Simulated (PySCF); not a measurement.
Si(F)(Cl)(OH)(OMe) (CH₄ClFO₂Si), SMILES CO[Si](Cl)(O)F. Atoms are numbered in the order given.

```xyz
10

C     -2.1495    -0.4629     1.0020
O     -1.2171     0.5313     0.6563
Si     0.3030     0.2946     0.1448
O      1.2027    -0.3626     1.3398
F      0.8818     1.7242    -0.2927
Cl     0.3518    -0.9045    -1.5174
H     -1.8355    -1.0092     1.9067
H     -2.2884    -1.1872     0.1815
H     -3.1138     0.0240     1.2039
H      2.0909    -0.6653     1.1300
```

The structure is a stationary point at PBE0-D3(BJ)/def2-SVP. Other conformers were not sampled.

Calculation: PBE/def2-TZVP run with PySCF.

The molecule is in vacuum.

| Item | Value |
|---|---|
| total energy | -1040.22173 hartree |
| highest occupied level | -7.33 eV |
| lowest empty level | -0.55 eV |
| orbital gap | 6.78 eV |
| dipole moment | 1.95 D |
| quadrupole, principal values (traceless, Buckingham form, about the centre of nuclear charge) | -6.38, -3.63, 10.01 D·Å |
| mean static polarisability | 53.6 bohr³ (7.95 Å³) |
| polarisability, principal values | 47.1, 54.4, 59.3 bohr³ |
